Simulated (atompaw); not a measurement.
## Pseudopotential generation for Os: PAW (atompaw), PBE, scalar-relativistic.

Os (Z = 76), PAW, made with atompaw 4.2.0.5 (PBE, scalar-relativistic). Core [Kr] 4d10 4f14 5s2, reference 5p6 5d6 6s2 6p0. Waves: 6s (bound): rc 2.20 bohr; 6s channel at 0.7 Ry: rc 2.20 bohr; 5p (bound): rc 1.75 bohr; 6p (bound, empty): rc 2.20 bohr; 5d (bound): rc 2.20 bohr; 5d channel at 0.05 Ry: rc 1.65 bohr. Local part: vpsmatchnc scheme with l = 3 at 0 Ry, radius 2.15 bohr. Core correction: smooth core density matched at 1.20 bohr. Augmentation charge: sinc compensation charge, radius 2.20 bohr; PAW radius 2.20 bohr; waves and projectors: custom rrkj vanderbiltortho.

(1) Does this generation succeed?

## Answers

(1) No. atompaw 4.2.0.5 stopped with "atompaw: The overlap operator has at least one negative eigenvalue!": the overlap operator built from these waves and projectors is not positive definite.
